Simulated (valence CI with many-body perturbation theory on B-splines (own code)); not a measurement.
## Level structure of La²⁴⁺

Method: configuration interaction combined with many-body perturbation theory (CI+MBPT): five valence electrons over a frozen Dirac-Fock core [Ar] 3d10, radial functions for each j: 9 s, 9 p, 8 d, 6 f, 3 g, 1 h, with the one-electron correlation potential Σ1, the two-electron term Σ2, the three-electron term Σ3, Breit, model QED; selected CI, second order for the rest, scaled by the run's own slope (own B-spline code, finite nucleus).

No measured spectrum was set against this ion. As an estimate, levels hold to about 250 cm⁻¹ or 0.2 % of their energy and the worst to 1 %, as in measured heavy ions of charge 2 to 7; those with d or f electrons hold less well. Among the levels kept, up to 940 cm⁻¹ of a level comes from second order outside the variational space, and about a tenth of that is noise between levels of different J, which matters for small intervals.

Levels 1 to 35 of 35, with energies above the lowest level, (4s^2 4p1/2^2 4p3/2) J=3/2. "Leading %" is the weight of the configuration and term that name the level; weights of strongly mixed levels are sums over their largest components and can fall short, so below about 35 % the name and the second component can differ from the true leading terms, or belong to a minority configuration. In the jj column 3d3/2^4 stands for four electrons in 3d with j = 3/2. Lifetimes count E1, E2, E3, M1 and M2 decay at the calculated energies, and are blank where another channel may lead or the interval is too uncertain; long ones can be off by a factor of two.

```csv
No.,Configuration,Term,J,E (eV),Leading %,Lifetime,Second component,Leading jj
1,4s²4p³,²P°,3/2,0.00,40,,36 % 4s²4p³ ⁴S°,4s^2 4p1/2^2 4p3/2 (96 %)
2,4s²4p³,⁴S°,3/2,18.89,49,13.2 μs,48 % 4s²4p³ ²D°,4s^2 4p1/2 4p3/2^2 (96 %)
3,4s²4p³,²D°,5/2,22.39,98,65.4 μs,,4s^2 4p1/2 4p3/2^2 (98 %)
4,4s²4p³,²P°,1/2,26.92,98,13.2 μs,,4s^2 4p1/2 4p3/2^2 (98 %)
5,4s²4p³,²P°,3/2,46.19,56,4.84 μs,28 % 4s²4p³ ²D°,4s^2 4p3/2^3 (97 %)
6,4s4p⁴,⁴P,5/2,75.26,77,80.8 ps,16 % 4s4p⁴ ²D,4s 4p1/2^2 4p3/2^2 (90 %)
7,4s4p⁴,⁴P,3/2,83.93,35,24.3 ps,28 % 4s4p⁴ ²D,4s 4p1/2^2 4p3/2^2 (68 %)
8,4s4p⁴,⁴P,1/2,84.95,50,26.0 ps,41 % 4s4p⁴ ²S,4s 4p1/2^2 4p3/2^2 (82 %)
9,4s4p⁴,⁴P,3/2,95.59,33,65.5 ps,30 % 4s²4p²4d ⁴F,4s^2 4p1/2^2 4d3/2 (56 %)
10,4s4p⁴,²D,3/2,98.93,33,19.3 ps,22 % 4s4p⁴ ⁴P,4s 4p1/2 4p3/2^3 (48 %)
11,4s4p⁴,²D,5/2,101.93,56,37.0 ps,17 % 4s4p⁴ ⁴P,4s 4p1/2 4p3/2^3 (72 %)
12,4s²4p²4d,⁴D,5/2,103.32,28,20.0 ps,25 % 4s²4p²4d ⁴F,4s^2 4p1/2^2 4d5/2 (70 %)
13,4s4p⁴,²P,1/2,107.27,37,13.1 ps,21 % 4s4p⁴ ⁴P,4s 4p1/2 4p3/2^3 (58 %)
14,4s4p⁴,²P,3/2,108.34,36,19.3 ps,20 % 4s²4p²4d ²P,4s 4p1/2 4p3/2^3 (51 %)
15,4s²4p²4d,²F,5/2,113.77,56,213 ps,39 % 4s²4p²4d ⁴F,4s^2 4p1/2 4p3/2 4d3/2 (90 %)
16,4s²4p²4d,⁴D,1/2,115.63,77,25.4 ps,6 % 4s4p⁴ ⁴P,4s^2 4p1/2 4p3/2 4d3/2 (77 %)
17,4s²4p²4d,⁴F,7/2,116.39,45,1.59 ns,30 % 4s²4p²4d ²G,4s^2 4p1/2 4p3/2 4d3/2 (80 %)
18,4s²4p²4d,⁴D,3/2,117.56,40,8.07 ps,22 % 4s²4p²4d ⁴F,4s^2 4p1/2 4p3/2 4d3/2 (58 %)
19,4s²4p²4d,⁴D,7/2,118.01,50,15.2 ns,24 % 4s²4p²4d ⁴F,4s^2 4p1/2 4p3/2 4d5/2 (94 %)
20,4s²4p²4d,⁴F,9/2,121.52,52,,47 % 4s²4p²4d ²G,4s^2 4p1/2 4p3/2 4d5/2 (95 %)
21,4s²4p²4d,²F,5/2,123.09,27,7.23 ps,23 % 4s²4p²4d ⁴P,4s^2 4p1/2 4p3/2 4d5/2 (74 %)
22,4s²4p²4d,²P,3/2,124.24,34,3.85 ps,25 % 4s²4p²4d ⁴D,4s^2 4p1/2 4p3/2 4d5/2 (57 %)
23,4s²4p²4d,⁴P,5/2,127.54,31,2.63 ps,31 % 4s²4p²4d ²D,4s^2 4p1/2 4p3/2 4d3/2 (44 %)
24,4s²4p²4d,⁴P,1/2,128.34,46,2.42 ps,24 % 4s²4p²4d ²S,4s^2 4p1/2 4p3/2 4d3/2 (75 %)
25,4s²4p²4d,⁴P,3/2,128.53,44,2.51 ps,38 % 4s²4p²4d ²P,4s^2 4p1/2 4p3/2 4d3/2 (55 %)
26,4s²4p²4d,²G,7/2,128.75,50,12.1 ps,17 % 4s²4p²4d ⁴F,4s^2 4p1/2 4p3/2 4d5/2 (65 %)
27,4s4p⁴,²S,1/2,129.50,26,11.0 ps,23 % 4s4p⁴ ²P,4s 4p3/2^4 (60 %)
28,4s²4p²4d,²D,3/2,132.81,74,7.78 ps,8 % 4s²4p²4d ⁴F,4s^2 4p1/2 4p3/2 4d5/2 (70 %)
29,4s²4p²4d,²D,5/2,133.84,57,2.33 ps,32 % 4s²4p²4d ²F,4s^2 4p1/2 4p3/2 4d5/2 (59 %)
30,4s²4p²4d,²P,1/2,136.76,53,2.94 ps,24 % 4s²4p²4d ²S,4s^2 4p1/2 4p3/2 4d5/2 (69 %)
31,4s²4p²4d,²F,7/2,141.38,49,151 ps,39 % 4s²4p²4d ⁴D,4s^2 4p3/2^2 4d5/2 (97 %)
32,4s²4p²4d,²G,9/2,142.80,51,9.62 μs,47 % 4s²4p²4d ⁴F,4s^2 4p3/2^2 4d5/2 (94 %)
33,4s²4p²4d,²P,1/2,144.14,62,3.59 ps,22 % 4s²4p²4d ⁴P,4s^2 4p3/2^2 4d3/2 (61 %)
34,4s²4p²4d,²D,3/2,145.54,46,2.30 ps,25 % 4s²4p²4d ⁴P,4s^2 4p3/2^2 4d3/2 (84 %)
35,4s²4p²4d,²D,5/2,146.27,37,2.28 ps,19 % 4s²4p²4d ⁴P,4s^2 4p3/2^2 4d3/2 (68 %)
```

The ionisation energy to 4s²4p² ³P0 of the next ion comes out as 807.93 eV (NIST: 806 ± 4 eV (theoretical)). All 35 levels together are meant to be complete up to 147.03 eV.
